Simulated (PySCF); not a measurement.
CH6ClFSi2 (SMILES F[SiH2]C[SiH2]Cl), singlet, geometry from GFN2-xTB, atoms displaced at random by about 0.03 Å a coordinate; PBE0/6-31G, gradient run with PySCF.

The PySCF input:
```python
from pyscf import gto, scf, dft

mol = gto.Mole()
mol.atom = '''
    Si    1.523544    0.520734    0.293855
    F     3.090272   -0.130089    0.537287
    C     0.552478   -0.841492   -0.449786
    Si   -1.240394   -0.331660   -0.961888
    Cl   -2.208203    0.310885    0.656811
    H     1.205255    0.949681    1.540246
    H     1.832837    1.561540   -0.690485
    H     1.042262   -1.292380   -1.297785
    H     0.467337   -1.643398    0.274624
    H    -1.223009    0.746580   -1.963839
    H    -1.935554   -1.540731   -1.439498
'''
mol.basis = '6-31g'
mol.charge = 0
mol.spin = 0
mol.verbose = 4
mol.build()

mf = dft.RKS(mol)
mf.xc = 'pbe0'
mf.kernel()
g = mf.nuc_grad_method()
grad = g.kernel()
```

Problem. What does PySCF print? Leave out banner, timings and long lists.

Solution. 
```
PySCF version 2.14.0

[INPUT] verbose = 4
[INPUT] num. atoms = 11
[INPUT] num. electrons = 66
[INPUT] charge = 0
[INPUT] spin (= nelec alpha-beta = 2S) = 0
[INPUT] symmetry False subgroup None
[INPUT] Mole.unit = angstrom
[INPUT] Symbol           X                Y                Z      unit          X                Y                Z       unit  Magmom
[INPUT]  1 Si     1.523544000000   0.520734000000   0.293855000000 AA    2.879080898724   0.984044643749   0.555305470334 Bohr   0.0
[INPUT]  2 F      3.090272000000  -0.130089000000   0.537287000000 AA    5.839767730412  -0.245832581819   1.015325280289 Bohr   0.0
[INPUT]  3 C      0.552478000000  -0.841492000000  -0.449786000000 AA    1.044032109847  -1.590189416013  -0.849972354664 Bohr   0.0
[INPUT]  4 Si    -1.240394000000  -0.331660000000  -0.961888000000 AA   -2.344004946554  -0.626746566473  -1.817704882506 Bohr   0.0
[INPUT]  5 Cl    -2.208203000000   0.310885000000   0.656811000000 AA   -4.172898897443   0.587487506235   1.241192905602 Bohr   0.0
[INPUT]  6 H      1.205255000000   0.949681000000   1.540246000000 AA    2.277601860263   1.794636995703   2.910643104457 Bohr   0.0
[INPUT]  7 H      1.832837000000   1.561540000000  -0.690485000000 AA    3.463559960969   2.950882932553  -1.304827543120 Bohr   0.0
[INPUT]  8 H      1.042262000000  -1.292380000000  -1.297785000000 AA    1.969589730041  -2.442244248865  -2.452458218569 Bohr   0.0
[INPUT]  9 H      0.467337000000  -1.643398000000   0.274624000000 AA    0.883138937876  -3.105572133658   0.518964147233 Bohr   0.0
[INPUT] 10 H     -1.223009000000   0.746580000000  -1.963839000000 AA   -2.311152057878   1.410831730078  -3.711117862740 Bohr   0.0
[INPUT] 11 H     -1.935554000000  -1.540731000000  -1.439498000000 AA   -3.657666959306  -2.911559621627  -2.720256976859 Bohr   0.0

nuclear repulsion = 350.780584790565
number of shells = 43
number of NR pGTOs = 206
number of NR cGTOs = 69
basis = 6-31g
ecp = {}

******** <class 'pyscf.dft.rks.RKS'> ********
method = RKS
initial guess = minao
damping factor = 0
level_shift factor = 0
DIIS = <class 'pyscf.scf.diis.CDIIS'>
diis_start_cycle = 1
diis_space = 8
diis_damp = 0
SCF conv_tol = 1e-09
SCF conv_tol_grad = None
SCF max_cycles = 50
direct_scf = True
direct_scf_tol = 1e-13
XC library pyscf.dft.libxc version 7.1.2
    S. Lehtola, C. Steigemann, M. J. T. Oliveira, and M. A. L. Marques,  SoftwareX 7, 1–5 (2018)
XC functionals = pbe0
    C. Adamo and V. Barone,  J. Chem. Phys. 110, 6158 (1999)
    M. Ernzerhof and G. E. Scuseria,  J. Chem. Phys. 110, 5029 (1999)
radial grids:
    Treutler-Ahlrichs [JCP 102, 346 (1995); DOI:10.1063/1.469408] (M4) radial grids

becke partition: Becke, JCP 88, 2547 (1988); DOI:10.1063/1.454033
pruning grids: <function nwchem_prune>
grids dens level: 3
symmetrized grids: False
atomic radii adjust function: <function treutler_atomic_radii_adjust>
small_rho_cutoff = 0
Set gradient conv threshold to 3.16228e-05
Initial guess from minao.
tot grids = 144472
init E= -1180.41983803974
  HOMO = -0.336180386131673  LUMO = -0.0342153355740442  gap/eV = 8.21689
cycle= 1 E= -1179.99659305633  delta_E= 0.423  |g|= 0.683  |ddm|= 2.88
  HOMO = -0.201624808662539  LUMO = -0.0156237621056974  gap/eV = 5.06135
cycle= 2 E= -1179.87225860816  delta_E= 0.124  |g|= 1.11  |ddm|= 1.91
  HOMO = -0.322281041457168  LUMO = -0.011470314044068  gap/eV = 8.45759
cycle= 3 E= -1180.0982049684  delta_E= -0.226  |g|= 0.104  |ddm|=  1.2
  HOMO = -0.327920916973511  LUMO = -0.00881296750993932  gap/eV = 8.68337
cycle= 4 E= -1180.10071783754  delta_E= -0.00251  |g|= 0.031  |ddm|= 0.145
  HOMO = -0.324804073805768  LUMO = -0.00724342624615049  gap/eV = 8.64127
cycle= 5 E= -1180.10094715175  delta_E= -0.000229  |g|= 0.00816  |ddm|= 0.0388
  HOMO = -0.325522556107276  LUMO = -0.00771513779902766  gap/eV = 8.64798
cycle= 6 E= -1180.10096804755  delta_E= -2.09e-05  |g|= 0.00155  |ddm|= 0.0131
  HOMO = -0.325660723591458  LUMO = -0.00775139328763852  gap/eV = 8.65075
cycle= 7 E= -1180.10096873764  delta_E= -6.9e-07  |g|= 0.000303  |ddm|= 0.00268
  HOMO = -0.325626533120513  LUMO = -0.00771490294271882  gap/eV = 8.65082
cycle= 8 E= -1180.1009687689  delta_E= -3.13e-08  |g|= 4.77e-05  |ddm|= 0.000619
  HOMO = -0.325630436321916  LUMO = -0.00772098352951844  gap/eV = 8.65076
cycle= 9 E= -1180.10096876969  delta_E= -7.89e-10  |g|= 1.03e-05  |ddm|= 8.74e-05
  HOMO = -0.325629767261727  LUMO = -0.00772042302310183  gap/eV = 8.65075
Extra cycle  E= -1180.10096876969  delta_E= -1.82e-12  |g|= 1.32e-05  |ddm|= 2.46e-05
converged SCF energy = -1180.10096876969

******** <class 'pyscf.grad.rks.Gradients'> for <class 'pyscf.dft.rks.RKS'> ********
unit = Eh/Bohr
grid_response = False
--------------- RKS gradients ---------------
         x                y                z
0 Si    -0.0537386731     0.0206958099     0.0478673896
1 F    -0.0019916966     0.0033372428    -0.0018508880
2 C     0.0332050878     0.0010685842     0.0005859047
3 Si    -0.0504361828     0.0342454341     0.0501348697
4 Cl     0.0384273767    -0.0273241512    -0.0640947435
5 H     0.0263017301    -0.0226884148    -0.0581164107
6 H     0.0073499371    -0.0141960442     0.0082953726
7 H    -0.0078010779    -0.0011596353     0.0118551374
8 H     0.0033275631     0.0068627159    -0.0076313213
9 H     0.0001688436    -0.0063130014     0.0070931755
10 H     0.0051992753     0.0054526984     0.0058988523
----------------------------------------------
```
